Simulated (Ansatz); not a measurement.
Species: CH3BSi, SMILES `B=C=[SiH2]` (charge 0, multiplicity 1).

Q: Give a relaxed geometry from PBE0-D3(BJ)/def2-TZVP (Ansatz, a program for electronic structure).

A: the end point of this relaxation (outside a Z-matrix the atoms follow the SMILES, hydrogens last).
Cartesian coordinates (Å) in one orientation:
```xyz
6

B      1.818     0.070     0.088
C      0.471     0.018     0.023
Si    -1.201    -0.046    -0.058
H      2.990     0.115     0.145
H     -2.083     1.142    -0.138
H     -1.994    -1.298    -0.060
```
